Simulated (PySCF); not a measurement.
Z-matrix (Å, degrees):
```
Ti
C 1 2.0553
H 2 1.1111 1 110.16
H 2 1.1112 3 109.35 1 120.99
H 2 1.1127 3 109.52 4 120.00
C 1 2.0553 2 107.29 3 -63.72
H 6 1.1111 1 110.18 2 -179.41
H 6 1.1112 7 109.35 1 120.96
H 6 1.1127 7 109.53 8 119.99
C 1 2.0553 2 107.30 3 -178.77
H 10 1.1111 1 110.14 2 -63.55
H 10 1.1112 11 109.34 1 120.97
H 10 1.1127 11 109.52 12 119.99
Br 1 2.3666 2 111.54 3 58.75
```
Charge 0, multiplicity 1.

Q: Estimate the LUMO, charge on the central atom (Mulliken) and HOMO–LUMO gap that PySCF with PBE-D3(BJ)/def2-TZVP // PBE-D3(BJ)/def2-SVP returns for this input.

A: 
```json
{
  "LUMO": "-3.27 eV",
  "charge on the central atom (Mulliken)": "1.03 e",
  "HOMO–LUMO gap": "3.30 eV"
}
```
